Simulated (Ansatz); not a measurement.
System: C6H7, net charge 0, doublet state. It need not be the lowest isomer of its formula. SMILES: [CH]1CC2=C1CC2
Coordinates optimised at B3LYP-D3(BJ)/def2-TZVP (Ansatz, a quantum-chemistry and plane-wave program):
```
C
C 1 1.3828
C 2 1.3938 1 95.39
H 3 1.0815 2 136.09 1 -169.66
C 2 1.5277 1 94.86 3 -157.22
H 5 1.0897 2 115.61 1 -107.62
H 5 1.0899 6 109.16 2 132.65
C 1 1.5362 2 92.45 3 149.52
H 8 1.0918 1 117.10 2 125.93
H 8 1.0928 9 108.57 1 -131.25
C 1 1.5521 2 91.23 3 0.08
H 11 1.0917 1 117.25 2 -118.59
H 11 1.0930 12 109.01 1 131.84
```
Charge 0, spin multiplicity 2.

Atomisation energy built up term by term with Ansatz (kcal/mol; UHF references for open shells; valence terms freeze the core; atomic spin-orbit terms are left out). Basis-set limits of correlation are two-point, X^-3; Hartree-Fock from the larger set.

The UHF reference is spin-contaminated (<S^2> 0.25 over the pure value in the largest basis). 

```
term                                          basis  kcal/mol
-----------------------  --------------------------  --------
Hartree-Fock                                cc-pVQZ       [?]
CCSD correlation               CBS(cc-pVTZ,cc-pVQZ)       [?]
(T)                            CBS(cc-pVTZ,cc-pVQZ)     25.21
core correlation                          cc-pwCVTZ      6.42
scalar relativity (X2C)  cc-pVTZ-DK against cc-pVTZ     -1.05
sum: De                                                   [?]
```

### Question
Complete the blanks.

### Answer

- Hartree-Fock, kcal/mol: 962.43
- CCSD correlation, kcal/mol: 319.72
- sum: De, kcal/mol: 1312.7
